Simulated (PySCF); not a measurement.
## Sound and unsound settings

Molecule: `C#CCC(=O)NCC`, C6H9NO; geometry GFN2-xTB.

Geometry:
```csv
atom,x (Å),y (Å),z (Å)
C1,2.988,0.660,0.086
C2,2.362,-0.293,0.452
C3,1.572,-1.425,0.879
C4,0.061,-1.174,0.823
O5,-0.707,-1.711,1.590
N6,-0.323,-0.361,-0.181
C7,-1.690,0.065,-0.370
C8,-1.854,1.558,-0.106
H9,3.558,1.485,-0.221
H10,1.786,-2.285,0.236
H11,1.831,-1.700,1.905
H12,0.391,0.104,-0.723
H13,-2.295,-0.516,0.329
H14,-2.003,-0.173,-1.393
H15,-1.238,2.137,-0.792
H16,-1.556,1.793,0.913
H17,-2.891,1.848,-0.243
```

All runs: PySCF 2.14, non-relativistic, gas phase unless a solvent (IEF-PCM) is named; grid level 2, GIAOs and SCF threshold 1e-9 unless changed. The yardstick, PBE0/pcSseg-1, gives these isotropic shieldings σ (ppm, equivalent atoms averaged): C2 101.4, C7 150.9, C3 157.7, O5 -67.4, N6 127.0, H13/H14 28.15, H9 29.96.

Q: What do these inputs give? (1) OLYP/pcSseg-1; damp 0.3; (2) solvent dichloromethane; PBE0/pcSseg-1; (3) BLYP/STO-3G; (4) OPBE/3-21G; (5) PBE0/pcSseg-1

A: 
```tsv
run	outcome	functions	wall time	C2	C7	C3	O5	N6	H13/H14	H9
1	converged	181	57 s	102.6	145.6	153.5	-55.2	123.1	28.11	30.10
2	converged	181	29 s	101.4	150.7	157.6	-31.8	121.2	28.15	29.57
3	converged	49	9.8 s	170.2	190.9	203.8	-15.9	224.9	30.33	30.91
4	converged	90	14 s	138.3	175.7	181.4	4.2	170.4	29.52	31.14
5	converged	181	37 s	101.4	150.9	157.7	-67.4	127.0	28.15	29.96
```

Times are on 1 thread of an Arm Neoverse V1, shared host.

Q: Comment on the technical settings and failures.

A: 
- Run 1: The functional differs from the yardstick's, which in itself moves the values. The damping changes the path of the SCF (23 cycles), not the solution, provided the same state is reached.
- Run 3: The functional and orbital basis differ from the yardstick's, which in itself moves the values. With 49 functions the basis is far too small for magnetic properties.
- Run 4: The functional and orbital basis differ from the yardstick's, which in itself moves the values. With 90 functions the basis is far too small for magnetic properties.

Runs 3, 4 were set up unsoundly or failed; their numbers aren't to be quoted as properties of the molecule.
